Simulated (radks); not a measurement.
Excited configurations of Bi+: one electron is placed in a higher orbital outside [Hg] 6p1. The ground configuration is [Hg] 6p2. All-electron calculation, scalar-relativistic Kohn-Sham, PBE, spin-polarised, spherical densities, finite nucleus; open shells are filled with parallel spins first (spin-orbit coupling, left out, can overturn this in heavy ions); Fermi nuclear charge, rms radius 5.5211 fm. Program: a radial shooting solver on a logarithmic mesh with Libxc functionals. Excitation = E - E(ground); binding = E(ion) - E, where the ion is the core of charge +2; n* = 2/sqrt(2 binding) in atomic units, and the quantum defect is n - n*.

outer orbital,excitation (eV),binding (eV),eigenvalue (eV),<r> (bohr)
5f,11.941,3.821,-2.614,7.702
6d,8.859,6.903,-4.798,4.768
6f,13.067,2.695,-1.996,12.89
7s,7.341,8.422,-6.628,5.155
7p,9.553,6.210,-4.878,6.560
7d,11.841,3.922,-3.039,9.680
7f,13.840,1.923,-1.505,19.64

The Delta-SCF ionisation energy is 15.762 eV (NIST Atomic Spectra Database: 16.703 eV, measured). Self-interaction in the functional shifts the binding energies and quantum defects, so they are the method's values and not measured ones. Open shells are spherical and high-spin; term and fine-structure splittings are not resolved. Spin-orbit splitting is averaged out at the scalar-relativistic level.
